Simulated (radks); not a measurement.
Results of a calculation; reference values are marked as such.
All-electron atom: Hg in [Hg] (the NIST ground configuration).

Level of theory: scalar-relativistic Kohn-Sham, r2SCAN, spin-polarised, spherical densities, finite nucleus; meta-GGA in the generalised Kohn-Sham scheme; Fermi nuclear charge, rms radius 5.4648 fm (a radial shooting solver on a logarithmic mesh with Libxc functionals).

Energy parts (hartree):
total: -19620.2429
kinetic: 22013.0940
electron-nucleus: -48869.1689
Hartree: 7606.7435
exchange-correlation: -370.9116

Orbitals (lengths in bohr, moments of r in powers of bohr; r(90%) holds 90 % of the orbital's charge):
| orbital | occ. | eigenvalue (hartree) | <r^2> | r(90%) | <1/r> |
|---|---|---|---|---|---|
| 1s | 2 | -3059.006 | 0.0003810 | 0.0304 | 97.53 |
| 2s | 2 | -543.2330 | 0.005796 | 0.109 | 22.90 |
| 2p | 6 | -468.4403 | 0.004899 | 0.103 | 20.28 |
| 3s | 2 | -129.3273 | 0.03728 | 0.265 | 8.501 |
| 3p | 6 | -107.6222 | 0.03844 | 0.272 | 7.729 |
| 3d | 10 | -84.71533 | 0.03189 | 0.256 | 7.258 |
| 4s | 2 | -28.68030 | 0.1797 | 0.572 | 3.640 |
| 4p | 6 | -21.53360 | 0.2053 | 0.616 | 3.285 |
| 4d | 10 | -13.00292 | 0.2326 | 0.668 | 2.947 |
| 5s | 2 | -4.42960 | 0.9188 | 1.29 | 1.497 |
| 4f | 14 | -3.56401 | 0.2811 | 0.771 | 2.533 |
| 5p | 6 | -2.51159 | 1.228 | 1.51 | 1.274 |
| 5d | 10 | -0.37625 | 2.668 | 2.34 | 0.8887 |
| 6s | 2 | -0.25864 | 8.197 | 4.00 | 0.4777 |

The highest occupied level is 6s at -7.038 eV. The density falls to 0.001 e/bohr^3 at r = 4.29 bohr.
